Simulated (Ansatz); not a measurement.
CHGeNO, SMILES `[C-]#[N+][Ge][OH]` (lower singlet) (charge 0, multiplicity 1). This singlet lies 2.82 eV below the relaxed triplet at the level frozen-core CCSD(T)/cc-pVTZ // B3LYP-D3(BJ)/def2-TZVP (Ansatz, a program for electronic structure).

Computed with frozen-core CCSD(T)/cc-pVTZ // B3LYP-D3(BJ)/def2-TZVP (Ansatz).

Ansatz 0.2 input:
```yaml
crystal:
  periodic: [false, false, false]
  atoms:
    - { symbol: C, position_ang: [2.200089, -0.268676, -0.316632] }
    - { symbol: N, position_ang: [1.11534, 0.170825, -0.209634] }
    - { symbol: Ge, position_ang: [-0.478859, 1.236445, -0.054516] }
    - { symbol: O, position_ang: [-1.615524, -0.128902, 0.060534] }
    - { symbol: H, position_ang: [-1.221047, -1.009691, 0.023809] }
basis:
  gaussian: { orbitals: cc-pVTZ }
correlation:
  method: ccsd_t
```

Output:

```
Functional definition: HF
911 factors; integrals over basis functions are off by at most 9.9e-4 eV
mean field evaluation 1: about -61038.0199 eV, gradient 4.4e1 eV
mean field evaluation 2: about -61038.1518 eV, gradient 4.4e1 eV
mean field evaluation 4: about -61041.8413 eV, gradient 3.5e0 eV
mean field evaluation 8: about -61041.8921 eV, gradient 2.0e-1 eV
mean field evaluation 16: about -61038.0184 eV, gradient 4.4e1 eV
mean field -61041.89238775 eV, -2243.2481695692 hartree, gradient 3.1e-6 eV, S^2 0.000000; 0 other end points of the search recorded, 0 dependent functions left out
12 core orbitals not correlated
reference -61041.89238775 eV, -2243.2481695692 hartree; 15, 15 occupied and 120, 120 virtual orbitals, 911 factors
second order -19.82771647 eV of doubles, -0.00000000 eV of singles
cycle   1  -19.31573484 eV  change    5.1e-1 eV  update   1.3e-1
cycle   2  -19.95736360 eV  change   -6.4e-1 eV  update   4.1e-2
cycle   3  -20.11065218 eV  change   -1.5e-1 eV  update   2.3e-2
cycle   4  -20.09207916 eV  change    1.9e-2 eV  update   6.5e-3
cycle   5  -20.08946334 eV  change    2.6e-3 eV  update   3.7e-3
cycle   6  -20.09198363 eV  change   -2.5e-3 eV  update   1.4e-3
cycle   7  -20.09152634 eV  change    4.6e-4 eV  update   5.9e-4
cycle   8  -20.09131986 eV  change    2.1e-4 eV  update   1.7e-4
cycle   9  -20.09138126 eV  change   -6.1e-5 eV  update   6.7e-5
cycle  10  -20.09139416 eV  change   -1.3e-5 eV  update   2.6e-5
perturbative correction -0.99670234 eV, -0.0366281355 hartree
Total energy: -61062.98048426 eV, -2244.0231428217 hartree
```
